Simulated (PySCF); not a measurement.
# Bond curve of CuH

Set-up: PySCF, no relativity, basis sets Cu def2-TZVPPD, H def2-TZVPPD. Energies in eV from Cu (3d10 4s1) + H in their ground configurations at the same level. All curves are PBE0. state 1: ¹Σ⁺ (singlet), closed shell; state 2: ³Σ⁺ (triplet), unpaired electrons σ ↑↑, a second solution, started from another occupation.

```
R (Å)  state 1  state 2
1.275   -2.195   0.3130
1.335   -2.403   0.0387
1.394   -2.522  -0.1410
1.438   -2.567  -0.2269
1.483   -2.580  -0.2794
1.528   -2.567  -0.3048
1.587   -2.519  -0.3057
1.661   -2.420  -0.2689
1.750   -2.262  -0.1911
1.869   -2.012  -0.0665
```

Q: Put a parabola through the three lowest points of the state 1 curve and estimate Re, k and ωe (reduced mass 0.9919 u; 1 eV/Å² = 0.16022 mdyn/Å; ωe = 1302.8·√(k/μ) cm⁻¹).

A: Through R = 1.438, 1.483, 1.528 Å the second-order coefficient is 6.42 eV/Å², so Re ≈ 1.483 Å, k ≈ 2.06 mdyn/Å and ωe ≈ 1876 cm⁻¹. A polynomial fit of higher order to the unrounded PBE0 energies gives Re = 1.482 Å, k = 2.07 mdyn/Å, ωe = 1882 cm⁻¹; anharmonicity and rounding make the difference.

The higher-order fit for each curve: state 1: Re = 1.482 Å, ωe = 1882 cm⁻¹, De = 2.58 eV; state 2: Re = 1.558 Å, ωe = 1594 cm⁻¹, minimum 0.309 eV below the ground-state fragments.
